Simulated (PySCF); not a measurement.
The geometry has C3v symmetry (within 0.05 Å) and had no frequency check at the DFT level, so a distortion to lower symmetry isn't ruled out.

Delta-SCF ions had no search for a lower state. Excitations are Tamm–Dancoff values on a coarser integration grid. The basis has no diffuse functions, so Rydberg states are missing or too high.

# C7Si7H20 zinc-blende nanodot `C1[SiH]2C[SiH]3C4[SiH2]C5[SiH2]C([SiH]14)[SiH](C2)C3[SiH2]5` (charge 0, multiplicity 1)

These are ωB97X-D3(BJ)/def2-SVP // PBE-D3(BJ)/def2-SVP in PySCF 2.14.0 values and carry that method's errors.

| Item | Value |
|---|---|
| HOMO | -9.89 eV |
| dipole moment | 1.64 D |
| LUMO | 2.16 eV |
| HOMO–LUMO gap | 12.05 eV |
| S1 excitation (TDA) | 7.77 eV |
| S1 oscillator strength | 0.017 |
| T1 excitation (TDA) | 7.39 eV |
| S1–T1 gap (TDA) | 0.38 eV |
| vertical ionisation energy (Delta-SCF) | 9.65 eV |
| total energy | -2304.9905 Ha |
| cost | very roughly 2.3 core-hours |

Bonds (Å): C1–Si2 1.897, C1–Si10 1.897, C1–H15 1.112, C1–H16 1.112, Si2–C3 1.897, Si2–C12 1.897, Si2–H17 1.511, C3–Si4 1.897, C3–H18 1.112, C3–H19 1.112, Si4–C5 1.905, Si4–C13 1.905, Si4–H20 1.511, C5–Si6 1.898, C5–Si10 1.905, C5–H21 1.114, Si6–C7 1.901, Si6–H22 1.509, Si6–H23 1.509, C7–Si8 1.901, C7–Si14 1.901, C7–H24 1.113, Si8–C9 1.898, Si8–H25 1.509, Si8–H26 1.509, C9–Si10 1.905, C9–Si11 1.905, C9–H27 1.114, Si10–H28 1.511, Si11–C12 1.897, Si11–C13 1.905, Si11–H29 1.511, C12–H30 1.112, C12–H31 1.112, C13–Si14 1.898, C13–H32 1.114, Si14–H33 1.509, Si14–H34 1.509. Angles (°): Si2–C1–Si10 111.5, Si2–C1–H15 110.0, Si2–C1–H16 110.0, Si10–C1–H15 109.2, Si10–C1–H16 109.2, H15–C1–H16 106.9, C1–Si2–C3 108.2, C1–Si2–C12 108.2, C1–Si2–H17 110.7, C3–Si2–C12 108.2, C3–Si2–H17 110.7, C12–Si2–H17 110.7, Si2–C3–Si4 111.5, Si2–C3–H18 110.0, Si2–C3–H19 110.0, Si4–C3–H18 109.2, Si4–C3–H19 109.2, H18–C3–H19 106.9, C3–Si4–C5 110.0, C3–Si4–C13 110.0, C3–Si4–H20 110.2, C5–Si4–C13 107.1, C5–Si4–H20 109.7, C13–Si4–H20 109.7, Si4–C5–Si6 110.9, Si4–C5–Si10 109.9, Si4–C5–H21 108.4, Si6–C5–Si10 110.9, Si6–C5–H21 108.3, Si10–C5–H21 108.4, C5–Si6–C7 107.8, C5–Si6–H22 110.5, C5–Si6–H23 110.5, C7–Si6–H22 110.2, C7–Si6–H23 110.2, H22–Si6–H23 107.8, Si6–C7–Si8 110.2, Si6–C7–Si14 110.2, Si6–C7–H24 108.7, Si8–C7–Si14 110.2, Si8–C7–H24 108.7, Si14–C7–H24 108.7, C7–Si8–C9 107.8, C7–Si8–H25 110.2, C7–Si8–H26 110.2, C9–Si8–H25 110.5, C9–Si8–H26 110.5, H25–Si8–H26 107.8, Si8–C9–Si10 110.9, Si8–C9–Si11 110.9, Si8–C9–H27 108.3, Si10–C9–Si11 109.9, Si10–C9–H27 108.4, Si11–C9–H27 108.4, C1–Si10–C5 110.0, C1–Si10–C9 110.0, C1–Si10–H28 110.2, C5–Si10–C9 107.1, C5–Si10–H28 109.7, C9–Si10–H28 109.7, C9–Si11–C12 110.0, C9–Si11–C13 107.1, C9–Si11–H29 109.7, C12–Si11–C13 110.0, C12–Si11–H29 110.2, C13–Si11–H29 109.7, Si2–C12–Si11 111.5, Si2–C12–H30 110.0, Si2–C12–H31 110.0, Si11–C12–H30 109.2, Si11–C12–H31 109.2, H30–C12–H31 106.9, Si4–C13–Si11 109.9, Si4–C13–Si14 110.9, Si4–C13–H32 108.4, Si11–C13–Si14 110.9, Si11–C13–H32 108.4, Si14–C13–H32 108.3, C7–Si14–C13 107.8, C7–Si14–H33 110.2, C7–Si14–H34 110.2, C13–Si14–H33 110.5, C13–Si14–H34 110.5, H33–Si14–H34 107.8.
Charge 0, spin multiplicity 1.
